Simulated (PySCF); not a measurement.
B₂F₃, SMILES FB([B]F)F, multiplicity 2.

The structure is a stationary point at PBE0-D3(BJ)/def2-SVP. The isomer is the one that the SMILES or the coordinates give; other isomers of the formula were not compared. One conformer was computed; it need not be the lowest.

These are PBE0-D3(BJ)/def2-SVP in PySCF 2.14.0 values and carry that method's errors.

No scaling factor is applied to the harmonic values.

Computed harmonic wavenumbers and intensities:
```json
[
 {"mode": "1", "ν (cm⁻¹)": "124", "IR (km/mol)": "2.0", "moving atoms (share of kinetic energy)": "F 81 %, B 19 %"},
 {"mode": "2", "ν (cm⁻¹)": "204", "IR (km/mol)": "11.8", "moving atoms (share of kinetic energy)": "F 50 %, B 50 %"},
 {"mode": "3", "ν (cm⁻¹)": "354", "IR (km/mol)": "0.0", "moving atoms (share of kinetic energy)": "B 70 %, F 30 %"},
 {"mode": "4", "ν (cm⁻¹)": "414", "IR (km/mol)": "1.8", "moving atoms (share of kinetic energy)": "F 72 %, B 28 %"},
 {"mode": "5", "ν (cm⁻¹)": "591", "IR (km/mol)": "22.8", "moving atoms (share of kinetic energy)": "B 76 %, F 24 %"},
 {"mode": "6", "ν (cm⁻¹)": "682", "IR (km/mol)": "19.0", "moving atoms (share of kinetic energy)": "F 60 %, B 40 %"},
 {"mode": "7", "ν (cm⁻¹)": "1226", "IR (km/mol)": "461.9", "moving atoms (share of kinetic energy)": "B 64 %, F 36 %"},
 {"mode": "8", "ν (cm⁻¹)": "1399", "IR (km/mol)": "288.8", "moving atoms (share of kinetic energy)": "B 72 %, F 28 %"},
 {"mode": "9", "ν (cm⁻¹)": "1521", "IR (km/mol)": "41.4", "moving atoms (share of kinetic energy)": "B 77 %, F 23 %"}
]
```
